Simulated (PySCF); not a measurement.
**Variants of one PySCF input: AuH3**

Base input, run as `OMP_NUM_THREADS=1 python input.py` with PySCF 2.14:

```python
from pyscf import gto, scf, mp

mol = gto.M(
    atom='Au 0.0101 0 -0.0002; H 1.5857 0 -0.0302; H -1.7815 0.4012 0.0339; H -1.7815 -0.4011 0.0339',
    basis='def2-svpd',
    ecp={'Au': 'def2-svpd'},
    charge=0,
    spin=0,
    verbose=4,
)
mf = scf.RHF(mol)
mf.kernel()
mp.MP2(mf).kernel()
mf.dip_moment()
print('orbital energies (hartree):', mf.mo_energy[..., max(0, mol.nelec[1]-3):mol.nelec[0]+3].round(4))
```

Base result: E(SCF) = -136.479285 Eh, 10 cycles, E(MP2) − E(SCF) = -0.42926 Eh, μ(SCF) = 3.48 D. 

Hardware: Arm Neoverse V1, 1 thread, shared host. Wall time 1.3 s, peak memory 0.14 GiB.

Each row names what differs from the base; energies in brackets are changes from the base.

```tsv
change	result	wall time (s)
geometry: coordinates × 1 → coordinates × 0.88	E(SCF) = -136.433298 Eh (+1.2514 eV), 9 cycles, E(MP2) − E(SCF) = -0.44353 Eh, μ(SCF) = 3.08 D	1.3
functional: none (Hartree–Fock) → lc_wpbe; SCF type: RHF → RKS; step after the SCF: mp2 → analyze	E(SCF) = -137.520404 Eh, 10 cycles, μ(SCF) = 2.94 D	4.1
functional: none (Hartree–Fock) → camb3lyp; SCF type: RHF → RKS; step after the SCF: mp2 → analyze	E(SCF) = -137.449562 Eh, 10 cycles, μ(SCF) = 2.75 D	4
step after the SCF: mp2 → gradient	E(SCF) = -136.479285 Eh (+0.0000 eV), 10 cycles, μ(SCF) = 3.48 D	2.2
charge: 0 → 1; spin (2S): 0 → 1; SCF type: RHF → UHF [another spin of the ion may lie lower]	E(SCF) = -136.159093 Eh (+8.7129 eV), 13 cycles, E(MP2) − E(SCF) = -0.37619 Eh, ⟨S²⟩ = 0.769	1.5
basis set: def2-svpd → sbkjc [with its own core potential]	E(SCF) = -136.830579 Eh, 11 cycles, E(MP2) − E(SCF) = -0.20158 Eh, μ(SCF) = 3.78 D	1.1
second-order solver: off → on	E(SCF) = -136.479285 Eh (+0.0000 eV), 4 cycles, E(MP2) − E(SCF) = -0.42926 Eh, μ(SCF) = 3.48 D	1.5
step after the SCF: mp2 → tdhf; number of roots: default → 5	E(SCF) = -136.479285 Eh (+0.0000 eV), 10 cycles, μ(SCF) = 3.48 D, first singlet excitations without spin–orbit coupling 5.83, 6.45, 7.00, 7.55, 7.56 eV	7.3
functional: none (Hartree–Fock) → b3lyp; SCF type: RHF → RKS; step after the SCF: mp2 → analyze	E(SCF) = -137.557338 Eh, 10 cycles, μ(SCF) = 2.58 D	3
```
